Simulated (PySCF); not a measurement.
**NMR parameters from quadrupole coupling constants**

H₈N₂OSi₂.
Z-matrix (Å and degrees, GFN2-xTB geometry), rows numbered from 1:
```
N 
Si  1  1.7227
N   2  1.7196  1  104.54
O   2  1.6302  1  107.09  3   123.95
Si  4  1.6105  2  156.53  1   -49.51
H   1  1.0061  2  117.36  3    55.01
H   1  1.0069  2  117.36  3  -170.74
H   2  1.4593  1  119.65  3  -120.45
H   3  1.0069  2  118.49  1    34.46
H   3  1.0059  2  118.06  1   171.35
H   5  1.4651  4  109.52  2   -48.69
H   5  1.4640  4  108.69  2    72.08
H   5  1.4620  4  104.00  2  -168.21
```

Computed at PBE0/pcSseg-1 (PySCF, non-relativistic):

```tsv
atom	environment	nucleus	spin I	Q (b)	CQ = χzz (MHz)	η
N1	silicon-bound nitrogen	14N	1	0.02044	-4.260	0.385
N3	silicon-bound nitrogen	14N	1	0.02044	-4.380	0.366
O4	siloxane oxygen	17O	5/2	-0.0256	-6.346	0.063
```

Which field gradients stand behind these couplings (CQ in MHz = 234.96 × Q in b × Vzz in au)?

The tensor is traceless, so η fixes the two smaller values:

```
atom  Vxx (au)  Vyy (au)  Vzz (au)  Vzz (10²¹ V/m²)
  N1     0.273     0.614    -0.887            -8.62
  N3     0.289     0.623    -0.912            -8.86
  O4    -0.494    -0.561     1.055            10.25
```

At 16.45 T, set νQ = 3|CQ|/[2I(2I − 1)] beside the Larmor frequency (|g| × 7.62259 MHz/T × B; g(14N) = 0.40376, g(17O) = −0.75752), and give PQ = |CQ|√(1 + η²/3).

```
atom  PQ (MHz)  νQ (MHz)  ν0 (MHz)  νQ/ν0
  N1     4.363     6.389     50.63  0.126
  N3     4.477     6.571     50.63  0.130
  O4     6.351     0.952     94.99  0.010
```

For N1: PQ = 4.260 × 1.0244, νQ = 4.260 × 1.5000, ν0 = 3.0777 MHz/T × 16.45 T.

For half-integer spins with νQ below a tenth of ν0, find the second-order shift of the centre of gravity of the central transition at 16.45 and 18.8 T.

δ = −(3/40)(PQ/ν0)² [I(I + 1) − 3/4]/[I²(2I − 1)²], in ppm:

| site | 16.45 T | 18.8 T |
| --- | --- | --- |
| 17O at O4 | -26.8 | -20.5 |

The couplings are those of the rigid, isolated species; surroundings and motion change them. GFN2-xTB bond lengths can be off by several hundredths of an ångström, more for odd bonds, and the gradients follow them. With so small a basis the couplings can be 20 % off.

The run behind these numbers computed NMR shieldings as well. On one thread of an Intel Xeon at 2.50 GHz, shared host with 64 logical CPUs at a one-minute load of 46, this took 93 s wall, 48 s CPU (with the writing of density and orbital grids) and 0.69 GiB of memory at its peak.

One conformer stands for the species.
